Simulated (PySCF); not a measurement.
SiHBr3, SMILES Br[SiH](Br)Br.

Geometry: ωB97X-D3(BJ)/def2-SVP.

Level of theory: M06-2X/def2-TZVP in PySCF.

Symmetry labels are those of the subgroup Cs that the program uses (full group C3v).

Computed valence orbital energies around the gap with their symmetry:
```json
[
 {"orbital": "HOMO−7", "symmetry": "A\"", "energy (eV)": "-12.59"},
 {"orbital": "HOMO−6", "symmetry": "A'", "energy (eV)": "-12.59"},
 {"orbital": "HOMO−5", "symmetry": "A'", "energy (eV)": "-10.71"},
 {"orbital": "HOMO−4", "symmetry": "A\"", "energy (eV)": "-10.71"},
 {"orbital": "HOMO−3", "symmetry": "A'", "energy (eV)": "-10.21"},
 {"orbital": "HOMO−2", "symmetry": "A'", "energy (eV)": "-10.12"},
 {"orbital": "HOMO−1", "symmetry": "A\"", "energy (eV)": "-10.12"},
 {"orbital": "HOMO", "symmetry": "A\"", "energy (eV)": "-9.76"},
 {"orbital": "LUMO", "symmetry": "A'", "energy (eV)": "-0.17"},
 {"orbital": "LUMO+1", "symmetry": "A'", "energy (eV)": "0.68"},
 {"orbital": "LUMO+2", "symmetry": "A\"", "energy (eV)": "0.68"},
 {"orbital": "LUMO+3", "symmetry": "A'", "energy (eV)": "1.83"}
]
```
